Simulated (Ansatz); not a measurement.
Relaxation of CH3NaOSi (7 atoms, charge 0, multiplicity 1), to a largest force component of 0.02 eV/Å in at most 50 steps.

These are results of RKS PBE-D4/cc-pVDZ (Ansatz), not measurements.

```xyz
7
Properties=species:S:1:pos:R:3:forces:R:3
Na -0.479 -2.749 1.704 -0.47 -1.13 0.75
O 0.115 -1.259 0.723 0.79 -0.85 0.34
C 0.580 -0.255 0.040 0.12 -1.97 1.32
Si -0.367 1.115 -0.584 2.17 31.35 -18.10
H 1.661 -0.269 -0.160 0.09 0.86 -0.58
H -1.800 1.251 -0.390 -1.22 -0.89 0.77
H -0.362 0.271 -0.110 -1.47 -27.36 15.49
```

Q: Where does it end, and by what steps?

A: The forces met the threshold. After 33 steps the energy has fallen by 10.501 eV; H7 moved furthest, 1.56 Å. The start is strongly strained (largest force component 31 eV/Å), so its close contacts needn't be bonds. Parted: C3–H7. Joined: Na1–C3, Na1–Si4, Na1–H6.

| step | energy less start (eV) | largest force component (eV/Å) | accepted |
| --- | --- | --- | --- |
| 0 | 0.0000 | 31.347 | yes |
| 2 | -6.7185 | 7.419 | yes |
| 4 | -8.5159 | 1.408 | yes |
| 6 | -9.2128 | 0.706 | yes |
| 8 | -9.3779 | 0.364 | yes |
| 10 | -9.4043 | 0.366 | yes |
| 12 | -9.4556 | 0.693 | yes |
| 14 | -9.5866 | 0.651 | yes |
| 16 | -9.6840 | 1.110 | yes |
| 18 | -9.9902 | 0.750 | yes |
| 20 | -10.2003 | 0.702 | yes |
| 22 | -10.4187 | 0.518 | yes |
| 24 | -10.4812 | 0.364 | yes |
| 26 | -10.4918 | 0.138 | yes |
| 28 | -10.4957 | 0.084 | yes |
| 30 | -10.5004 | 0.076 | yes |
| 32 | -10.5007 | 0.033 | no |
| 33 | -10.5009 | 0.005 | yes |

```xyz
7
Properties=species:S:1:pos:R:3
Na -1.281 -1.640 1.282
O 0.875 -1.272 1.236
C 0.833 -0.435 0.280
Si -0.445 0.933 -0.142
H 1.791 -0.331 -0.321
H -1.754 0.307 0.499
H -0.671 0.542 -1.612
```

Whether the end is a true minimum wasn't checked by a vibrational analysis.

The run took 97 s on 1 CPU thread of a shared host.
